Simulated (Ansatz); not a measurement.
Calculated with Ansatz (gas phase, PBE0-D4/def2-TZVP geometries, no zero-point term in ΔE). CCSD(T)/CBS adds triple-zeta CCSD(T) − MP2 to the extrapolated MP2 energy (def2 sets, frozen cores). This one scheme is used for every species. Functionals use def2-TZVPP. def2 core potentials past Kr. For Sn outer-core shells are correlated without core-valence functions, which leaves a few kJ/mol of doubt a bond. One conformer a species, not always the lowest.

Consider the formal hydrolysis of the Sn–S bond: `C[O][Sn][S]C` + H₂O → `C[O][Sn][OH]` + CH₃SH.

CCSD(T)/CBS gives +17.8 kJ/mol.

**Question.** Another level gave +13.0 kJ/mol. Which?
A. LC-ωPBE/def2-TZVPP
B. r2SCAN0-D4/def2-TZVPP
C. ωB97X-V/def2-TZVPP
D. r2SCAN/def2-TZVPP

**Answer.** D. r2SCAN 13.0, r2SCAN0-D4 18.8, ωB97X-V 5.8, LC-ωPBE 1.3 kJ/mol.

Largest T1 diagnostic among the species: 0.017.

Leaving LDA and LC-ωPBE aside and taking each functional with its dispersion term where it has one, the values, not all of them listed here, spread over 17.5 kJ/mol, from ωB97X-V to HSE06-D4. LDA lies +6.7 kJ/mol from PBE without D4. From r2SCAN to r2SCAN0 (25 % exact exchange), in def2-TZVPP and without D4, ΔE moves by +3.2 kJ/mol. In def2-TZVPP, CCSD(T) changes the Hartree–Fock value by +10.5 kJ/mol (the triples alone add +3.2 kJ/mol) and MP2 by +14.1 kJ/mol.
